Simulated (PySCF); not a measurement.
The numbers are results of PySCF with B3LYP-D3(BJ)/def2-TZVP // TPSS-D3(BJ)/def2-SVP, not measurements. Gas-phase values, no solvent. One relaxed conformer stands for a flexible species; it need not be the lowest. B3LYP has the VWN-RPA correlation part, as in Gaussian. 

Reference species: [Mo(OH)6] (neutral, multiplicity 1).

```json
{
  "coordination_number": "6",
  "HOMO–LUMO gap": "4.68 eV"
}
```

Changed species: [Mo(OH)(NH2)5] (5 of 6 OH replaced by NH2; the reference has 0 of 6 OH replaced by NH2).

Problem. Predict the effect on the coordination number and HOMO–LUMO gap.

Solution. the coordination number is nearly the same; the HOMO–LUMO gap falls by 0.88 eV, to 3.80 eV.
